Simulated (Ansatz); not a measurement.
A nudged elastic band was laid between two geometries of F3GeH + H2 (7 atoms, charge 0, multiplicity 1).

The calculation used Ansatz 0.2.0, RHF/def2-SVP.

* movable images: 7
* climbing image: yes
* spring: 5.0 eV/Å²
* optimiser: quadratic models (default)
* start path: through a guess of the saddle point
* force threshold: 0.05 eV/Å
* iteration limit: 60
* end points: relaxed

Image 0:

```xyz
7
Properties=species:S:1:pos:R:3
Ge 0.442 -0.030 -0.184
F 0.456 0.071 1.508
F 2.064 -0.002 -0.674
F -0.248 1.412 -0.744
H -0.283 -1.247 -0.681
H -2.998 -0.040 1.392
H -2.442 -0.048 1.891
```

Image 8:

```xyz
7
Properties=species:S:1:pos:R:3
Ge -0.635 0.189 -0.411
F -0.485 -0.932 2.381
F 0.593 0.718 0.692
F -0.302 1.098 -1.824
H -0.388 -1.269 -0.725
H -1.974 0.638 0.127
H 0.182 -0.326 2.267
```

Task: What changes between the two ends?

Result: Bonds broken: Ge1–F2, H6–H7. Bonds formed: Ge1–H6, F2–H7. F3GeH + H2 becomes F2GeH2 + FH.

Task: Give the energies along the band, and the barrier.

Result: It converged. The highest image is number 4 of 0 to 8, 249.3 kJ/mol above the first end and 240.2 kJ/mol above the last; the last end lies 9.1 kJ/mol above the first. Neighbouring images differ by up to 1.9 eV, so the band resolves the path poorly. A vibrational analysis at the climbing image gives one clearly imaginary mode, 1583i cm⁻¹: a first-order saddle point. The orbitals stay closed-shell, which can raise the energy where a bond breaks towards radicals; this wasn't checked here.

```tsv
image	path coordinate (Å)	energy (kJ/mol)	Ge1–F2 (Å)	H6–H7 (Å)	Ge1–H6 (Å)
0	0.00	0.0	1.70	0.75	3.78
1	1.10	0.6	1.69	0.75	3.74
2	2.21	4.2	1.70	0.74	3.44
3	3.31	62.8	1.71	0.74	2.57
4	4.41	249.3	1.97	0.94	1.76
5	5.19	73.1	2.46	1.59	1.54
6	5.96	30.1	2.77	2.37	1.52
7	6.74	18.2	2.84	2.94	1.51
8	7.52	9.1	3.01	3.19	1.51
```

Task: What is the geometry of the highest image?

Result: 
```xyz
7
Properties=species:S:1:pos:R:3:forces:R:3
Ge -0.265 -0.065 -0.066 0.00 0.00 -0.01
F -0.209 -0.808 1.755 -0.01 0.02 -0.01
F 1.304 0.548 0.118 0.01 -0.01 0.00
F -0.880 1.061 -1.215 -0.01 0.00 0.01
H -0.494 -1.408 -0.696 0.01 0.00 0.00
H -1.431 0.698 1.007 0.00 0.01 0.00
H -1.035 0.089 1.605 0.01 -0.01 0.01
```

The band took 37 iterations and of the order of 7 core-minutes.

Run time: 7 min on 1 thread of Arm Neoverse V2 (shared host), peak memory 0.17 GiB.
